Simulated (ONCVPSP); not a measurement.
## carbon (C), ONCV: configuration errors across variants

```json
{
  "Element": "C",
  "Generator": "ONCVPSP 4.0.1",
  "Type": "optimised norm-conserving Vanderbilt (ONCV)",
  "Functional": "LDA (Perdew-Zunger)",
  "Relativity": "scalar-relativistic",
  "Frozen core": "[He]",
  "Valence charge": "4",
  "Reference configuration": "2s2 2p1.5 (charge +0.5)",
  "Partial waves": "2s: rc 1.10 bohr, ncon 5, nbas 8, qcut 7.4 1/bohr, 3 projectors, debl 1.8 Ha; 2p: rc 2.95 bohr, ncon 3, nbas 7, qcut 5.8 1/bohr, 2 projectors, debl 2.9 Ha; d scattering state at 0.46 Ha: rc 3.00 bohr, ncon 4, nbas 7, qcut 2.9 1/bohr, 2 projectors, debl 1.5 Ha",
  "Local potential": "polynomial inside 0.70 bohr (lpopt 4, dvloc0 -1 Ha)",
  "Core correction": "Teter function, fcfact 3, rcfact 1"
}
```

All-electron excitation energies from the reference (eV): (1) 2s2 2p1 6.959; (2) 2s2 2p0 31.219; (3) 2s1 2p2 15.453.

1 further variants failed, have other tests or too few solved ones, and are left out.

A true bound ghost makes a file unfit for plane-wave use even where its test errors are small: the radial tests pick states by their node count and pass the ghost by.

Errors AE − PS in meV (a dash: test not solved or not reliable):

```csv
change,(1),(2),(3),bound ghosts,GHOST(+) flags above zero
base,-34,+716,-218,"s, d",s
s: debl 0.75,-34,+716,-218,"s, d",s
s: nproj 0; local potential the s channel,+44,+694,-81,none,none
s: rc 1.06,-35,+716,-218,"s, d",s
core correction none,-22,+718,-199,"s, d",s
p: qcut 4.9,+59,+920,-122,"s, p, d",s
"all radii but the core radius scaled by about 1.12 (s 1.22, p 3.30, d 3.36 bohr); local potential polynomial inside 0.78 bohr (lpopt 4, dvloc0 -1 Ha)",+57,+903,-121,"s, p","s, d"
```

Task: Give the same row for: p: rc 3.32.

Result: +60, +922, -121; bound ghosts: s, p, d; GHOST(+) flags above zero: s.
